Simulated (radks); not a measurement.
Valence configurations of neutral promethium (all share [Xe]). All-electron calculation, Dirac Kohn-Sham, PBE, spin-unpolarised, spherical densities, finite nucleus; open shells are shared between the two j in proportion to 2j + 1; Fermi nuclear charge, rms radius 4.962 fm. Program: a radial shooting solver on a logarithmic mesh with Libxc functionals. Energies are relative to 4f5 6s2; eigenvalues in eV.

| valence | E (eV) | e(4f5/2) | e(4f7/2) | e(5d3/2) | e(5d5/2) | e(6p1/2) |
|---|---|---|---|---|---|---|
| 4f5 6s2 | 0.000 | -2.418 | -1.949 | - | - | - |
| 4f4 6s2 6p1 | 4.482 | -10.918 | -10.393 | - | - | -2.386 |
| 4f7 | 6.855 | -0.733 | -0.347 | - | - | - |
| 4f3 5d2 6s2 | 9.573 | -14.062 | -13.489 | -4.042 | -3.740 | - |
| 4f4 5d1 6s2 | 2.387 | -7.765 | -7.243 | -2.980 | -2.742 | - |
| 4f4.5 6s2 6p0.5 | 1.298 | -6.408 | -5.911 | - | - | -1.883 |
| 4f5 5d1 6s1 | 1.853 | -1.377 | -0.910 | -1.298 | -1.153 | - |
| 4f4.5 5d0.5 6s2 | 0.656 | -4.941 | -4.445 | -2.442 | -2.237 | - |

NIST lists [Xe] 4f5 6s2 as the ground configuration; this level of theory agrees among the configurations tried. The energies are those of spherical spin-averaged densities, not of single terms. No valid solution was reached for [Xe] 4f6 6s1; [Xe] 4f6 6s0.5 6p0.5.
